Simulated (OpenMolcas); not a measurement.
Ti2+ in CaO

Ti2+ with its 6 nearest oxide ions at 2.298 Å, on the Ca site of CaO (a = 4.8105 Å, distance in the model lattice 2.405 Å). The rest of the host is ab initio model potentials to 7.6 Å, with orthogonalisation functions on the cations behind the ligands, and point charges beyond; the distance is set by hand and nothing relaxes. Ligand basis ANO-RCC-VDZP.

```yaml
Program: OpenMolcas 26.06
Method: CASSCF
Basis: ANO-RCC-VTZP [6s5p3d2f1g]
Scalar_Hamiltonian: DKH2, point nucleus
Active_space: 2 electrons in 5 orbitals (3d)
State_averaging: 2S+1 = 3 even, 10 roots; 2S+1 = 1 even, 15 roots
Spin-orbit_coupling: state interaction with AMFI integrals over the reference wave functions
```

The lowest spin-free states (labels of O, the rotations of Oh), above the lowest:

| State | Degeneracy | E (cm-1) |
| --- | --- | --- |
| 3T1 | 3 | 0.0 |
| 1T2 | 3 | 11078 |
| 1E | 2 | 11190 |
| 3T2 | 3 | 12108 |
| 1A1 | 1 | 22755 |
| 3T1 | 3 | 23116 |
| 1T2 | 3 | 25255 |
| 3A2 | 1 | 26036 |
| 1T1 | 3 | 27870 |
| 1E | 2 | 39883 |
| 1A1 | 1 | 57009 |

The lowest levels with spin-orbit coupling:

| E (cm-1) | Degeneracy | Label | 2S+1 |
| --- | --- | --- | --- |
| 0.0 | 2 | E | 3 |
| 2.0 | 3 | T2 | 3 |
| 156.3 | 3 | T1 | 3 |
| 233.4 | 1 | A1 | 3 |
| 11138 | 3 | T2 | 1 |
| 11269 | 2 | E | 1 |
| 12133 | 1 | A2 | 3 |
| 12180 | 3 | T2 | 3 |
| 12217 | 3 | T1 | 3 |
| 12219 | 2 | E | 3 |
| 22795 | 1 | A1 | 1 (88 %) |
| 23139 | 1 | A1 | 3 (88 %) |
| 23149 | 3 | T1 | 3 |
| 23244 | 3 | T2 | 3 |
| 23247 | 2 | E | 3 |
| 25323 | 3 | T2 | 1 |
| 26135 | 3 | T2 | 3 |
| 27951 | 3 | T1 | 1 |
| 39965 | 2 | E | 1 |
| 57092 | 1 | A1 | 1 |

Powder χT (cm3 K/mol): 0.0939 at 2 K, 0.155 at 10 K, 0.394 at 50 K, 0.655 at 100 K, 0.957 at 200 K, 1.1 at 300 K. The effective moment at 300 K is 2.828 √(χT) = 2.97 μB.

The lowest level has 2S+1 = 3, for which the spin-only value is χT = S(S+1) / 2 = 1.000 cm3 K/mol (g = 2). The computed 1.101 at 300 K differs by +0.101, through orbital momentum, spin-orbit coupling and any other state in reach. With a threefold ground state the orbital momentum is unquenched, so the spin-only value is not expected to hold.

Metal share of the active 3d orbitals (Löwdin): 92, 92, 96, 96, 96 %; Mulliken charge of the metal 1.80.

A least-squares ligand-field fit to the states below 45000 cm-1, each weighted by its degeneracy and with a free common offset, gives 10Dq = 14107 cm-1, B = 803 cm-1 and C = 2996 cm-1 (C/B = 3.73), with an rms deviation of 297 cm-1.

The same method and metal basis give the free ion B = 891 cm-1 (fit to its terms below 60000 cm-1, rms deviation 68 cm-1), so the nephelauxetic ratio is β = 803 / 891 = 0.90; it hangs on how both fits weigh the states, and computed free-ion B values tend to be too large, so β mixes covalency with correlation.

An orbital triplet at a regular site is open to Jahn-Teller coupling, which can distort the site and quench the lowest spin-orbit gaps and is left out. Without dynamic correlation the repulsion within the d shell is too large (B by tens of per cent), so at a given field states of lower spin stand too high. Ligand-to-metal charge-transfer states are missing. With no ligand orbital active B as a rule stays too high, so bands that hang on it stand too high and its fall with covalency is understated. With metal d orbitals alone and no dynamic correlation 10Dq can be off by a tenth to a fifth, either way, in oxide and fluoride hosts. No measured value stands beside these numbers; the geometry was set by hand and not optimised.
